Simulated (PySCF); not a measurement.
## From computed data to an observable: dipole moment from atomic charges

Si(AsH2)(F)3 (AsF3H2Si), SMILES F[Si]([AsH2])(F)F. Atoms are numbered in the order given.

```xyz
7

F     -1.4459    -0.7557     1.2969
Si    -0.8677     0.0022     0.0000
F     -1.4459    -0.7557    -1.2969
F     -1.5110     1.4780     0.0000
As     1.4774    -0.0529     0.0000
H      1.5086     1.0075    -1.1022
H      1.5086     1.0075     1.1022
```
Charge 0, spin multiplicity 1.

The structure is a stationary point at B3LYP-D3(BJ)/def2-SVP.

Charges (e) from PBE0/def2-TZVP (PySCF):

```
atom  ESP fit     IAO
----  -------  ------
F1     -0.221  -0.525
Si2     0.674   1.622
F3     -0.221  -0.525
F4     -0.253  -0.523
As5    -0.091  -0.051
H6      0.056   0.000
H7      0.056   0.000
```

The dipole moment of the full density is 2.20 D.

Question: What dipole moment does each set of point charges give, and which comes closer to that of the density?

Answer: 
μ = Σ q r, and 1 e Å = 4.8032 D.
ESP fit: Σ q r = (0.471, 0.079, 0.000) e Å, |μ| = 2.29 D.
IAO: Σ q r = (0.826, 0.027, 0.000) e Å, |μ| = 3.97 D.
ESP fit comes closer in size. Point charges leave out the atoms' own dipoles (lone pairs, polarised bonds); fits to the potential absorb them, partitions of the density don't.
